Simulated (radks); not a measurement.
Results of a calculation; reference values are marked as such.
Mean orbital radii <r> (bohr) of neutral krypton, [Kr], at several levels of relativity; Dirac values are averaged over j with weights 2j + 1. Spin-unpolarised spherical Kohn-Sham, LDA (Slater exchange, Perdew-Wang correlation), point nucleus unless stated (finite: rms radius 4.1884 fm), a radial shooting solver on a logarithmic mesh with Libxc functionals. A level marked "c x" has the speed of light scaled by that factor and shares open shells by 2j + 1; other Dirac levels either fill j = l - 1/2 first or share by 2j + 1.

| shell | non-rel. | scalar-rel. | scalar-rel., finite nucleus | Dirac, c x 1.5 | change of magnitude, last against first (%) |
|---|---|---|---|---|---|
| 1s | 0.04250 | 0.04154 | 0.04154 | 0.04208 | -1.00 |
| 2s | 0.1881 | 0.1838 | 0.1838 | 0.1861 | -1.07 |
| 2p | 0.1620 | 0.1602 | 0.1602 | 0.1612 | -0.51 |
| 3s | 0.5427 | 0.5315 | 0.5315 | 0.5377 | -0.93 |
| 3p | 0.5462 | 0.5414 | 0.5414 | 0.5440 | -0.40 |
| 3d | 0.5543 | 0.5563 | 0.5563 | 0.5552 | +0.16 |
| 4s | 1.599 | 1.568 | 1.568 | 1.586 | -0.85 |
| 4p | 1.950 | 1.944 | 1.944 | 1.948 | -0.13 |
| 5s (empty) | 6.999 | 6.793 | 6.793 | 6.907 | -1.31 |
